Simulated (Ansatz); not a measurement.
Computed with Ansatz on PBE0-D4/def2-TZVP structures; ΔE is electronic, products minus reactants. CCSD(T)/CBS is the MP2 limit (def2-TZVPP, def2-QZVPP) plus CCSD(T) − MP2 in def2-TZVPP, frozen cores. For Br, Ti, Zn outer-core shells are correlated without core-valence functions, which leaves a few kJ/mol of doubt a bond. Scalar relativity is left out up to krypton. Each species was taken in one conformer, which may not be the lowest.

Consider the redistribution: `C#[C][Ti]([OH])([F])[F]` + `[ZnH][Br]` → `[OH][Ti]([F])([F])[Br]` + `C#[C][ZnH]`.

| species | HF/def2-SVP energy (Eh) |
| --- | --- |
| `C#[C][Ti]([OH])([F])[F]` | -1198.76724 |
| `[ZnH][Br]` | -4350.29314 |
| `[OH][Ti]([F])([F])[Br]` | -3694.73309 |
| `C#[C][ZnH]` | -1854.32211 |

Problem. Work out ΔE.

Solution. ΔE = (-3694.73309) + (-1854.32211) − (-1198.76724) − (-4350.29314) = 0.00518 Eh = +13.6 kJ/mol. CCSD(T)/CBS gives -9.2 kJ/mol.

Largest T1 diagnostic among the species: 0.023, so the coupled-cluster value is less sure than usual.

From r2SCAN to r2SCAN0 (25 % exact exchange), in def2-TZVPP and without D4, ΔE moves by +6.1 kJ/mol. Leaving LDA and LC-ωPBE aside and taking each functional with its dispersion term where it has one, the values, not all of them listed here, spread over 12.8 kJ/mol, from r2SCAN-D4 to BHLYP-D4. LDA lies −6.4 kJ/mol from PBE without D4.
